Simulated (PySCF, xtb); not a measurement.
KF, SMILES [F][K].

Harmonic wavenumbers (cm⁻¹) from xtb with GFN2-xTB at its own minimum, in rising order: 339.

### Question
What does PBE0-D3(BJ)/def2-TZVPD in PySCF give at its own minimum? (The exact figures need the calculation; the answer reports its results.)

### Answer
414. Paired by order, the mean absolute difference is 75 cm⁻¹ and the zero-point energies are 0.5 and 0.6 kcal/mol.
